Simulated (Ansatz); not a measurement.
Program: Ansatz. Geometries: PBE0-D4/def2-TZVP. ΔE: electronic, gas phase. CCSD(T)/CBS adds triple-zeta CCSD(T) − MP2 to the extrapolated MP2 energy (def2 sets, frozen cores). This one scheme is used for every species. Functionals use def2-TZVPP. B3LYP here is the variant with VWN-RPA as its local correlation; programs differ in this. Each species was taken in one conformer, which may not be the lowest.

Consider the cleavage of the Si–Si bond: `O[SiH2][SiH2]Cl` + `N[Si](O)(F)F` → `O[SiH2]N[Si](O)(F)F` + `[SiH3]Cl`.

CCSD(T)/CBS gives -83.3 kJ/mol.

Problem. Another level gave -67.7 kJ/mol. Which?
A. B3LYP/def2-TZVPP
B. SCS-MP2/def2-TZVPP
C. PBE0/def2-TZVPP
D. CCSD(T)/def2-TZVPP

Solution. C. PBE0 -67.7, SCS-MP2/def2-TZVPP -93.2, B3LYP -77.7, CCSD(T)/def2-TZVPP -86.5 kJ/mol.

Largest T1 diagnostic among the species: 0.011.

The D4 term adds −4.1 kJ/mol with B3LYP and −2.3 kJ/mol with PBE0; it sums over pairs of atoms, weighted by their polarisabilities, and B3LYP, whose exchange is more repulsive, gets the larger term. From PBE to PBE0 (25 % exact exchange), in def2-TZVPP and without D4, ΔE moves by −7.9 kJ/mol. In def2-TZVPP, CCSD(T) changes the Hartree–Fock value by +9.2 kJ/mol (the triples alone add +1.1 kJ/mol) and MP2 by +3.1 kJ/mol.
